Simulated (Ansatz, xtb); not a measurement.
# F2GeH3Sb: where a starting geometry ends

The starting geometry of this gas-phase singlet has its atoms placed at random.

```yaml
atoms:
  - { symbol: F, position_ang: [-1.8152, -1.1912, 0.3674] }
  - { symbol: F, position_ang: [-0.4985, 0.8979, 0.9937] }
  - { symbol: Ge, position_ang: [1.2774, 0.7845, 0.8341] }
  - { symbol: Sb, position_ang: [-0.6631, -0.1100, -0.9424] }
  - { symbol: H, position_ang: [-0.8059, -0.3113, 0.9862] }
  - { symbol: H, position_ang: [0.0487, -0.7663, 1.4880] }
  - { symbol: H, position_ang: [0.9461, -0.4910, -0.1232] }
```

**Question.** Guess where an optimisation with r2SCAN-D4/def2-SVP ends from this start.

**Answer.** It loosens into F2GeHSb + H2, which stay close as a complex. Distances that change by over a tenth: H5–H6 (1.09 → 0.78 Å). Contacts that open: F2–Sb4 (2.19 → 3.38 Å), Ge3–H7 (1.63 → 3.26 Å), Sb4–H5 (1.94 → 2.91 Å).

The energy falls by 6.24 eV over 21 steps:

```tsv
step	E − E(last) (eV)
1	6.239
3	2.579
5	1.250
8	0.101
10	0.032
12	0.008
14	0.003
17	0.000
19	0.000
21	0.000
```

Final geometry (Å):

```tsv
atom	x (Å)	y (Å)	z (Å)
F	-1.5272	-1.2771	-0.0327
F	-0.7477	1.9653	1.4008
Ge	0.7206	1.0681	1.0039
Sb	-0.4307	-0.1343	-1.2305
H	-0.4591	-0.8652	1.5894
H	0.0546	-0.6801	2.1483
H	0.8791	-1.2642	-1.2753
```

From the same start GFN2-xTB ends elsewhere, in pieces: F2GeHSb + H2.

From so rough a start the end depends on the optimiser's path, so another program may land elsewhere. No frequencies were run, so the end isn't proven a minimum. Atoms past krypton carry core potentials, without spin–orbit terms. Run with Ansatz 0.2.0, 93 s on 1 thread of Intel(R) Xeon(R) Platinum 8259CL CPU @ 2.50GHz (Skylake/Cascade Lake), on a shared host.
